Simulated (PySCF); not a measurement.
Isomers of C5H6N2S.

All values: PBE0/pcSseg-1 (PySCF) at GFN2-xTB geometries, gas phase, one conformer each.

(1) Rank by the highest Hirshfeld charge on any atom, highest value first.
A. `[cH:1]1[n:2][n:3][c:4]([CH:5]2[CH2:6][CH2:7]2)[s:8]1` with N3–C4–C5–C6 148°
B. `[cH:1]1[s:2][n:3][n:4][c:5]1[CH:6]1[CH2:7][CH2:8]1` with N4–C5–C6–C7 35°
C. `[CH2:1]=[CH:2][c:3]1[n:4][n:5][c:6]([CH3:7])[s:8]1` with C1–C2–C3–N4 0°
D. `[H]/[N:1]=[CH:2]\[c:3]1[cH:4][cH:5][c:6]([NH2:7])[s:8]1` with N1–C2–C3–C4 180°

(2) Rank by HOMO–LUMO gap, lowest first.
A. `[cH:1]1[n:2][n:3][c:4]([CH:5]2[CH2:6][CH2:7]2)[s:8]1` with N3–C4–C5–C6 148°
B. `[CH2:1]=[CH:2][c:3]1[n:4][n:5][c:6]([CH3:7])[s:8]1` with C1–C2–C3–N4 0°
C. `[cH:1]1[s:2][n:3][n:4][c:5]1[CH:6]1[CH2:7][CH2:8]1` with N4–C5–C6–C7 35°
D. `[H]/[N:1]=[CH:2]\[c:3]1[cH:4][cH:5][c:6]([NH2:7])[s:8]1` with N1–C2–C3–C4 180°

(3) Rank by HOMO energy, lowest first.
A. `[CH2:1]=[CH:2][c:3]1[n:4][n:5][c:6]([CH3:7])[s:8]1` with C1–C2–C3–N4 0°
B. `[cH:1]1[s:2][n:3][n:4][c:5]1[CH:6]1[CH2:7][CH2:8]1` with N4–C5–C6–C7 35°
C. `[H]/[N:1]=[CH:2]\[c:3]1[cH:4][cH:5][c:6]([NH2:7])[s:8]1` with N1–C2–C3–C4 180°
D. `[cH:1]1[n:2][n:3][c:4]([CH:5]2[CH2:6][CH2:7]2)[s:8]1` with N3–C4–C5–C6 148°

## Answers

(1) B (+0.169 e), D (+0.143 e), A (+0.100 e), C (+0.083 e).

(2) D (4.79 eV), B (5.40 eV), C (5.88 eV), A (6.40 eV).

(3) D (-7.52 eV), B (-7.31 eV), A (-7.15 eV), C (-5.94 eV).

All values together:

| SMILES | μ (D) | HOMO (eV) | LUMO (eV) | lowest IAO charge (e) | highest IAO charge (e) | lowest Hirshfeld charge (e) | highest Hirshfeld charge (e) |
| --- | --- | --- | --- | --- | --- | --- | --- |
| [H]/N=C\c1ccc(N)s1 | 5.35 | -5.94 | -1.15 | -0.492 (N) | +0.282 (H) | -0.258 (N) | +0.143 (H) |
| C=Cc1nnc(C)s1 | 2.78 | -7.15 | -1.75 | -0.438 (C) | +0.216 (S) | -0.131 (N) | +0.083 (S) |
| c1snnc1C1CC1 | 3.45 | -7.31 | -1.43 | -0.360 (C) | +0.475 (S) | -0.124 (N) | +0.169 (S) |
| c1nnc(C2CC2)s1 | 3.58 | -7.52 | -1.12 | -0.283 (C) | +0.224 (S) | -0.134 (N) | +0.100 (S) |

Conformers: `[H]/[N:1]=[CH:2]\[c:3]1[cH:4][cH:5][c:6]([NH2:7])[s:8]1` with N1–C2–C3–C4 180°; `[CH2:1]=[CH:2][c:3]1[n:4][n:5][c:6]([CH3:7])[s:8]1` with C1–C2–C3–N4 0°; `[cH:1]1[s:2][n:3][n:4][c:5]1[CH:6]1[CH2:7][CH2:8]1` with N4–C5–C6–C7 35°; `[cH:1]1[n:2][n:3][c:4]([CH:5]2[CH2:6][CH2:7]2)[s:8]1` with N3–C4–C5–C6 148°.
